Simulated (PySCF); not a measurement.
## Electronic absorption of C7H7ClSe

Compound: C7H7ClSe.
Bonds: C1–Se2, Se2–C3, C3–C4 (aromatic), C4–C5 (aromatic), C5–C6 (aromatic), C6–Cl7, C6–C8 (aromatic), C8–C9 (aromatic), C3–C9 (aromatic). Hydrogens: H10, H11, H12 on C1; H13 on C4; H14 on C5; H15 on C8; H16 on C9.

Method used: TDDFT wB97X-D/def2-SVPD, vertical, gas phase, core orbitals frozen in the response (PySCF). One conformer (not necessarily the lowest) at the PBE0-D3(BJ)/def2-SVP geometry, without solvent, vibrations or thermal averaging. Relativistic effects, spin–orbit coupling among them, are left out although an element past zinc is present. Torsions of this conformer, `[CH3:1][Se:2][c:3]1[cH:4][cH:5][c:6]([Cl:7])[cH:8][cH:9]1`: C1–Se2–C3–C4 0°.

```csv
state,E (eV),ν̃ (cm⁻¹),f,symmetry,"main configurations (H = HOMO, L = LUMO)"
S1,4.69,37860,0.012,A′,"H→L (71%), H→L+1 (16%)"
S2,4.76,38400,0.0002,–,"H→L+2 (76%), H→L+7 (10%)"
S3,5.05,40700,0.361,A′,"H→L+1 (75%), H→L (19%)"
S4,5.86,47230,0.025,A″,"H→L+3 (48%), H→L+4 (29%)"
S5,6.00,48360,0.010,A″,"H→L+4 (52%), H→L+3 (32%)"
S6,6.19,49910,0.055,A′,"H-1→L+1 (27%), H-1→L (24%), H-2→L (19%)"
S7,6.49,52320,0.096,A′,"H-1→L (29%), H-1→L+1 (24%), H-2→L+1 (20%)"
S8,6.51,52470,0.0024,A″,"H→L+5 (47%), H-2→L+5 (10%), H→L+7 (9%)"
S9,6.88,55510,0.0016,–,"H→L+9 (34%), H→L+7 (30%), H→L+2 (11%)"
S10,6.91,55760,0.065,A′,H→L+6 (79%)
```

Triplets (Tamm–Dancoff): T1 3.73 eV, H→L+1 (48%), H→L (27%); T2 4.10 eV, H→L (56%), H→L+1 (31%); T3 4.40 eV, H→L+2 (70%), H→L+7 (12%); T4 4.65 eV, H-1→L (62%), H-1→L+1 (21%).

The lowest singlet lies at 4.69 eV (264 nm, ultraviolet) and is weak; its leading configuration is HOMO→LUMO (71%). The most intense listed level is S3 at 5.05 eV (246 nm, f = 0.361), 0.35 eV above S1. Löwdin shares by element: HOMO selenium 48%, carbon 27% or more (atoms not listed hold the other 26%); LUMO carbon 65% or more (atoms not listed hold the other 35%). Weighted by f, the mean energy of these states is 5.61 eV. Of the 10 states listed, 7 reach f = 0.01 and 1 stays under 0.0005. The oscillator strengths of these states sum to 0.629; summed over the whole spectrum of an exact calculation they would give the number of electrons, 100 (Thomas–Reiche–Kuhn). No computed singlet lies in the visible range (380 to 750 nm); the lowest, at 264 nm, stands 1.43 eV above its violet end (3.26 eV). All these states lie below the vertical ionisation energy of 7.86 eV (ΔSCF). Symmetry labels in Cs follow from the direction of the transition dipole and are given only for states with f of 0.002 or more. Only the lowest 10 singlets were computed, as vertical energies without vibronic structure.

The run took 2.7 min of wall time on an Arm Neoverse V1 with one thread (shared host).
